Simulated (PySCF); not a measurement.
A calculated (MN15, PySCF 2.14, def2-SVP, no relativity, point nucleus) atom or ion has these occupied shells.

```tsv
shell	electrons	orbital energy (eV)	rms radius, mean of both spins (bohr)
1s α	1	-216.44	0.382
1s β	1	-215.93	0.382
2s α	1	-33.668	1.81
```

Question: Name the element and its charge.

Answer: B²⁺ (boron, charge +2), in [He] 2s1, 2S determinant.
